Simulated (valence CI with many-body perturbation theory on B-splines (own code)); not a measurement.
Results of a calculation; reference values are marked as such.
# Zr XXVI: input, log and results

The program does CI of the valence electrons with many-body perturbation theory for a frozen closed Dirac-Fock core.

Command, and the settings that its task file holds:

```sh
python run_cv.py task.json out
```

```
atom Zr  Z=40  mass_number=90  rms_radius_fm=4.2694
core [Ne]
valence 3s2 3p3
avg = 1
basis = S
breit = 1
cap = 10000
capref = 1200
cscale = 1
de = 0.0
dress = 0
eps = 2e-08
h = 0.27
hh = 1
l2 = 3
lcore = 6
maxit = 60
n2 = 5
natural = 1
nlev = 21
nno = [3, 3, 3, 2, 1]
nroot = 26
ns = 4
nsp = [3, 3, 2, 1, 0]
pt2 = 1
qed = 1
rpa = 1
s1 = 1
s2 = 1
s3 = 1
screen = 1
tol = 2e-05
```

Log. The first blocks belong to the next ion, which gives the ionisation energy. Fields: 2J, parity (1 odd), roots, reference size, generating configurations, candidates as configurations/state functions, variational space P, stored matrix elements, Davidson steps; e2 is the range of second-order energies in hartree. The first line gives the box (bohr), its intervals, the orbitals and the steps of their self-consistent field. Window is the range of levels sought, series limit the energy at which the first omitted orbital would enter, core excitation an estimate of the first excitation out of the core, left out the lowest levels not solved, and shifts from estimates the range by which levels moved from their first estimate, all in cm⁻¹.

```
rmax 3.2 intervals 58 orbitals 36 references ['3s2 3p3', '3s 3p4', '3s2 3p2 3d', '3p5', '3s 3p3 3d'] scf 5 t 2.5
2J=0 par=0 roots 2 ref 24 generators 8 cand 3160/5082 P 724/999 nnz 0 it 0
2J=0 par=0 roots 2 ref 24 generators 14 cand 3688/6046 P 1991/3033 nnz 7.2e+05 it 5
   second order: generators 20 cand 4743/8973 e2 -0.00002 -0.00002
reference levels 559, estimated 49, window 1063921 1/cm; series limit 7067075, core excitation 16919388
2J=3 par=1 roots 4 ref 66 generators 15 cand 7015/66740 P 940/3574 nnz 1.5e+06 it 5
2J=3 par=1 roots 4 ref 66 generators 28 cand 7803/75519 P 1957/9996 nnz 9.4e+06 it 9
   second order: generators 42 cand 14018/185035 e2 -0.00254 -0.00048
2J=5 par=1 roots 2 ref 65 generators 12 cand 7423/79946 P 755/3575 nnz 1.6e+06 it 6
2J=5 par=1 roots 2 ref 65 generators 20 cand 7986/90672 P 1655/9993 nnz 1e+07 it 9
   second order: generators 30 cand 12317/184603 e2 -0.00292 -0.00072
2J=1 par=1 roots 2 ref 41 generators 13 cand 6800/36043 P 971/3555 nnz 1.5e+06 it 5
2J=1 par=1 roots 2 ref 41 generators 20 cand 7345/41774 P 2562/10000 nnz 8e+06 it 8
   second order: generators 31 cand 11002/86313 e2 -0.00039 -0.00022
2J=5 par=0 roots 7 ref 74 generators 19 cand 7631/85603 P 817/3595 nnz 1.5e+06 it 8
2J=5 par=0 roots 7 ref 74 generators 27 cand 7984/92076 P 1870/9999 nnz 9e+06 it 11
   second order: generators 47 cand 15423/226468 e2 -0.00393 -0.00203
2J=3 par=0 roots 8 ref 71 generators 19 cand 7573/71489 P 855/3587 nnz 1.4e+06 it 7
2J=3 par=0 roots 8 ref 71 generators 27 cand 8850/87523 P 1974/9992 nnz 8.6e+06 it 9
   second order: generators 46 cand 14517/168123 e2 -0.00338 -0.00156
2J=1 par=0 roots 6 ref 44 generators 20 cand 6989/40010 P 1140/3556 nnz 1.3e+06 it 12
2J=1 par=0 roots 6 ref 44 generators 26 cand 8682/55339 P 2674/9999 nnz 7.7e+06 it 12
   second order: generators 41 cand 12609/95717 e2 -0.00115 -0.00042
2J=7 par=0 roots 4 ref 54 generators 14 cand 7040/78235 P 747/3553 nnz 1.6e+06 it 6
2J=7 par=0 roots 4 ref 54 generators 21 cand 7715/88791 P 1646/10000 nnz 1e+07 it 10
   second order: generators 38 cand 13424/214335 e2 -0.00262 -0.00210
2J=9 par=0 roots 2 ref 34 generators 10 cand 5852/60378 P 741/3538 nnz 1.8e+06 it 4
2J=9 par=0 roots 2 ref 34 generators 20 cand 8083/88785 P 1623/9993 nnz 1.2e+07 it 6
   second order: generators 28 cand 10533/157921 e2 -0.00062 -0.00060
left out: unestimated 1541138, estimated 1213820, shifts from estimates -40 to 111
```

What became of the run, and why?

It gave no result: the setting left no core shell for the response of the core. The program said: "need at least one array to concatenate".
